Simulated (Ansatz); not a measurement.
A CCSD(T) single point on C₂H₄FNSi, SMILES `C[SiH](F)C#N`.

```yaml
crystal:
  periodic: [false, false, false]
  atoms:
    - {symbol: C, position_ang: [-0.717540, -1.017017, -0.140815]}
    - {symbol: Si, position_ang: [0.644139, 0.121346, 0.350062]}
    - {symbol: F, position_ang: [2.026292, -0.331955, -0.296720]}
    - {symbol: C, position_ang: [0.289013, 1.816183, -0.310872]}
    - {symbol: N, position_ang: [0.023630, 2.863876, -0.708625]}
    - {symbol: H, position_ang: [-0.524934, -2.026681, 0.229036]}
    - {symbol: H, position_ang: [-1.665329, -0.671357, 0.279819]}
    - {symbol: H, position_ang: [-0.817927, -1.055788, -1.227430]}
    - {symbol: H, position_ang: [0.831157, 0.255193, 1.808446]}
basis:
  gaussian: {orbitals: def2-SVP}
correlation: {method: ccsd_t}
```

```sh
$ ansatz run in.yaml --threads 2 --pin off --events-out ev --progress --plain
```

The program prints (abridged):

```
Functional definition: HF
934 factors; integrals over basis functions are off by at most 1.5e-3 eV
mean field evaluation 1: about -14164.9480 eV, gradient 3.9e1 eV
mean field evaluation 2: about -14164.9532 eV, gradient 3.9e1 eV
mean field evaluation 4: about -14168.5595 eV, gradient 4.8e0 eV
mean field evaluation 8: about -14168.6362 eV, gradient 3.5e-1 eV
mean field evaluation 16: about -14168.5539 eV, gradient 4.8e0 eV
mean field -14168.63662384 eV, -520.6877920794 hartree, gradient 1.6e-6 eV, S^2 0.000000; 0 other end points of the search recorded, 0 dependent functions left out
9 core orbitals not correlated: weight in the atoms' cores, before any rotation towards them, 1.000 or more for the frozen orbitals, at most 0.000 for the correlated occupied ones
reference -14168.63662384 eV, -520.6877920794 hartree; 14, 14 occupied and 71, 71 virtual orbitals, 934 factors
second order -18.98237063 eV of doubles, -0.00000000 eV of singles
cycle   1  -19.19197303 eV  change   -2.1e-1 eV  update   1.1e-1
cycle   2  -19.73785779 eV  change   -5.5e-1 eV  update   3.2e-2
cycle   3  -19.86933857 eV  change   -1.3e-1 eV  update   1.5e-2
cycle   4  -19.87096829 eV  change   -1.6e-3 eV  update   4.1e-3
cycle   5  -19.87397520 eV  change   -3.0e-3 eV  update   1.7e-3
cycle   6  -19.87480562 eV  change   -8.3e-4 eV  update   4.6e-4
cycle   7  -19.87483138 eV  change   -2.6e-5 eV  update   1.7e-4
cycle   8  -19.87489964 eV  change   -6.8e-5 eV  update   4.2e-5
cycle   9  -19.87491283 eV  change   -1.3e-5 eV  update   1.4e-5
perturbative correction -0.60152164 eV, -0.0221055127 hartree
Total energy: -14189.11305832 eV, -521.4402871669 hartree
```

Hardware: 2 threads of a server CPU on a shared host. Wall time 5.5 s, peak host memory 0.39 GiB.

MP2 recovers 92.7 % of the CCSD(T) correlation energy and the triples give 2.9 %; T1 = 0.0119.
